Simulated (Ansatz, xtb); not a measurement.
# Relative energy of two isomers of C2H11PSi3

Structure a is `C=C[SiH2]P([SiH3])[SiH3]`, a singlet and structure b is `CC1[SiH2]P([SiH3])[SiH2]1`, a singlet. Both are isolated molecules in the gas phase, relaxed with PBE0-D3(BJ)/def2-SVP, each in the lowest conformer that the search found.

Quicker runs give these differences E(b) − E(a): GFN2-xTB −47.3 kJ/mol; HF/STO-3G −139.4 kJ/mol (at GFN2-xTB geometries); r2SCAN-D4/def2-SVP −77.5 kJ/mol (at GFN2-xTB geometries).

**Question.** Estimate E(b) − E(a) at the level CCSD(T)/def2-SVP + ΔMP2/def2-TZVPP.

**Answer.** Calculated at CCSD(T)/def2-SVP + ΔMP2/def2-TZVPP: E(b) − E(a) = −74.5 kJ/mol, so structure b lies lower.

How the difference moves with the method:

| level | geometry | E(b) − E(a) (kJ/mol) | departure from the last row (kJ/mol) | job, with rough time for the two |
| --- | --- | --- | --- | --- |
| GFN2-xTB | GFN2-xTB | −47.3 | +27.2 | optimisation, 0.6 s |
| HF/STO-3G | GFN2-xTB | −139.4 | −64.9 | single point, 0.48 s |
| r2SCAN-D4/def2-SVP | GFN2-xTB | −77.5 | −3.0 | single point, 4.8 s |
| PBE0-D3(BJ)/def2-SVP | PBE0-D3(BJ)/def2-SVP | −94.8 | −20.3 | optimisation, 71 s |
| HF/def2-SVP | PBE0-D3(BJ)/def2-SVP | −50.7 | +23.8 | part of the CCSD(T) run |
| MP2/def2-SVP | PBE0-D3(BJ)/def2-SVP | −83.5 | −9.0 | part of the CCSD(T) run |
| CCSD(T)/def2-SVP | PBE0-D3(BJ)/def2-SVP | −68.5 | +6.0 | single point |
| CCSD(T)/def2-SVP + ΔMP2/def2-TZVPP | PBE0-D3(BJ)/def2-SVP | −74.5 |  | single point, 75 s |

As drawn, b has 1 C–C, 1 C–Si, 1 C–H in place of 1 C=C, 1 Si–H. Structure a has no ring, b a 4-membered ring.

None of the levels shown reverses the order. The largest departure from CCSD(T)/def2-SVP + ΔMP2/def2-TZVPP is that of HF/STO-3G, 64.9 kJ/mol. The last row adds to CCSD(T) the change of the MP2 difference between the two basis sets, here −6.0 kJ/mol.

With thermal terms from frequencies at re-optimised GFN2-xTB minima (ideal gas, soft modes damped towards free rotors, one conformer each, 298.15 K, 1 atm): the zero-point term adds +14.5 kJ/mol; ΔH is −63.2 and ΔG −53.7 kJ/mol.

The correlated steps freeze 22 core orbitals. Programs: Ansatz 0.2.0, xtb 6.7.1; the last row on 4 threads of Arm Neoverse V1 on a shared host.
